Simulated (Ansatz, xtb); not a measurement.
Relative energy of two isomers of C3H6AlF

We compare X, `C=[C](C)[AlH][F]`, a singlet, with Y, `[F][AlH][CH]1CC1`, a singlet. Both are isolated molecules in the gas phase, relaxed with PBE0-D3(BJ)/def2-SVP; the shapes shown needn't be the lowest conformers.

X (Å):

```xyz
11

C     0.6047   -0.9264    0.1567
C     0.1605   -2.0117    0.8166
C    -0.7368   -1.9006    2.0146
Al    0.8041   -3.6718    0.0480
F     0.3662   -5.1383    0.7141
H     0.3345    0.0959    0.4593
H     1.2609   -1.0018   -0.7198
H    -0.2777   -2.3689    2.9007
H    -1.6880   -2.4331    1.8506
H    -0.9700   -0.8523    2.2638
H     1.7509   -3.6996   -1.2174
```

Y (Å):

| atom | x (Å) | y (Å) | z (Å) |
| --- | --- | --- | --- |
| C | -0.5676 | -0.5068 | 0.5408 |
| C | -0.5954 | 0.7912 | 1.3369 |
| C | -1.7536 | 0.4462 | 0.4754 |
| Al | -0.7319 | -2.1988 | 1.4424 |
| F | -1.7294 | -2.2209 | 2.7842 |
| H | -0.0337 | -3.5655 | 1.0619 |
| H | 0.0800 | -0.4709 | -0.3440 |
| H | 0.0724 | 1.5933 | 1.0096 |
| H | -0.7253 | 0.7399 | 2.4225 |
| H | -2.6902 | 0.1544 | 0.9610 |
| H | -1.8936 | 1.0077 | -0.4527 |

Energies in hartree; the thermal terms are from PBE0-D3(BJ)/def2-SVP harmonic frequencies (ideal gas, rigid rotor, one conformer each, 298.15 K, 1 atm) and include the zero-point energy:

|  | X | Y |
| --- | --- | --- |
| E, CCSD(T)/def2-SVP | −458.989101 | −458.978651 |
| E, MP2/def2-SVP | −458.922967 | −458.916873 |
| E, MP2/def2-TZVPP | −459.434892 | −459.426954 |
| zero-point energy | 0.079327 | 0.080893 |
| H(298 K) − E | 0.087349 | 0.088244 |
| G(298 K) − E | 0.048031 | 0.050113 |

Correct the CCSD(T) difference for the basis set by the MP2 change, then work out ΔE, ΔE₀, ΔH and ΔG for X → Y in kcal/mol (1 Eh = 627.51 kcal/mol) and the equilibrium ratio [Y]/[X].

1. Differences Y − X: CCSD(T) +0.010450, MP2 in the small set +0.006094, MP2 in the large set +0.007938 Eh.
2. ΔE = +0.010450 + (+0.007938 − (+0.006094)) = +0.012294 Eh = +7.71 kcal/mol.
3. ΔE₀ = ΔE + ΔZPE = +0.012294 + (+0.001566) Eh = +8.70 kcal/mol.
4. ΔH = ΔE + (+0.000895) Eh = +8.28 kcal/mol.
5. ΔG = ΔE + (+0.002082) Eh = +9.02 kcal/mol, so ΔS = (ΔH − ΔG)/T = −10.5 J/(mol K).
6. kT = 0.9442 mEh, so K = [Y]/[X] = exp(−ΔG/kT) = exp(−15.23) ≈ 2.4 × 10^−7.

Structure X is favoured at this temperature. An error of 1 kcal/mol in ΔG would change K by a factor of 5.4. GFN2-xTB, HF/STO-3G gave ΔE the other sign. Mirror images and further conformers aren't counted.

As drawn, Y has 2 C–C in place of 1 C=C. Structure X has no ring, Y a 3-membered ring.

Other levels gave ΔE = −2.0 (GFN2-xTB); −6.6 (HF/STO-3G, GFN2-xTB geometries); +4.3 (r2SCAN-D4/def2-SVP, GFN2-xTB geometries); +2.8 (PBE0-D3(BJ)/def2-SVP); +8.2 (HF/def2-SVP); +3.8 (MP2/def2-SVP); +6.6 (CCSD(T)/def2-SVP) kcal/mol. The correlated steps freeze 9 core orbitals. Programs: Ansatz 0.2.0, xtb 6.7.1.
